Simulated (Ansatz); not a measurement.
Species: Sc, charge 0, doublet.

Total energies in aug-cc-pwCVTZ-DK, 11 correlated electrons, 5 frozen orbitals. UHF or UKS for unpaired electrons; spin-orbit terms are left out. The -DK rows use spin-free X2C, correlate 3s3p of the metal (1s2s2p frozen) and give its partners the cc-pVXZ-DK valence sets. The determinant of Sc ([Sc], doublet) is a saddle point of the SCF energy; a lower one exists, which strains HF and MP2. Open-shell metal atoms are single determinants, not pure terms.

```json
[
 {"method": "HF", "program": "Ansatz", "energy (Eh)": "-763.28740", "minus CCSDT(Q) (mEh)": "376.85"},
 {"method": "MP2", "program": "Ansatz", "energy (Eh)": "-763.62689", "minus CCSDT(Q) (mEh)": "37.35"},
 {"method": "CCSD", "program": "Ansatz", "energy (Eh)": "-763.64998", "minus CCSDT(Q) (mEh)": "14.26"},
 {"method": "CCSD(T)", "program": "Ansatz", "energy (Eh)": "-763.66285", "minus CCSDT(Q) (mEh)": "1.40"},
 {"method": "CCSDT(Q)", "program": "Ansatz", "energy (Eh)": "-763.66424", "minus CCSDT(Q) (mEh)": "0.00"}
]
```

Ansatz is a program for electronic structure.
